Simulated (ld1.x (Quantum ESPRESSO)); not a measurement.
**tin (Sn): one change to a TM potential, before and after**

| Property | Result |
| --- | --- |
| Element | tin |
| Generator | ld1.x (Quantum ESPRESSO) 7.5 |
| Type | norm-conserving Troullier–Martins (Kleinman–Bylander form) |
| Functional | PBE |
| Relativity | scalar-relativistic |
| Frozen core | [Kr] 4d10 |
| Valence charge | 4 |
| Reference configuration | 5s2 5p2 |
| Partial waves | 5s (bound): rc 1.85 bohr; 5p (bound): rc 2.05 bohr |
| Local potential | all-electron potential smoothed inside 1.60 bohr (lloc = -2) |
| Core correction | a·sin(br)/r model core inside 1.55 bohr |

Change: core correction none.

Cutoffs: the cutoffs (Ry, on a coarse ladder) from which the occupation-weighted sum of valence levels, in a spherical-Bessel basis at the reference potential, stays within 10 and 1 mRy of its value at 400 Ry; they do not see the model core or the augmentation charge, which bear on the density cutoff. Errors are all-electron minus pseudo energies relative to the spin-unpolarised reference configuration.

**Question.** What does the change do?

**Answer.** The potential gets neither clearly harder nor softer (21 Ry and 40 Ry → 21 Ry and 40 Ry); of the 7 tests that both files solve, the error grows in 3 and shrinks in 2 by more than 15 % and 0.3 meV (median size 12.7 → 14.8 meV); neither file shows a bound ghost.

```csv
quantity,base,changed
"cutoff, loose",21 Ry,21 Ry
"cutoff, tight",40 Ry,40 Ry
bound ghosts,none,none
"error for 5s2 5p1, meV [ΔE 6.87 eV]",-5.6,+5.4
"error for 5s2 5p0, meV [ΔE 20.83 eV]",-49,+77
"error for 5s1 5p0, meV [ΔE 51.80 eV]",-283,+374
"error for 5s1 5p3, meV [ΔE 6.98 eV]",-13,+15
"error for 5s2 5p2.3, meV [ΔE -0.85 eV]",+0.2,+0.5
"error for 5s1 5p2, meV [ΔE 14.52 eV]",-26,+17
"error for 5s2 5p1.5, meV [ΔE 2.62 eV]",-1.1,+0.5
s: phases at 2.24 bohr within 0.05 rad from the reference energy up to (Ry; the scan ends near 5),0.0,0.0
p: phases at 2.24 bohr within 0.05 rad from the reference energy up to (Ry; the scan ends near 5),0.8,0.8
```
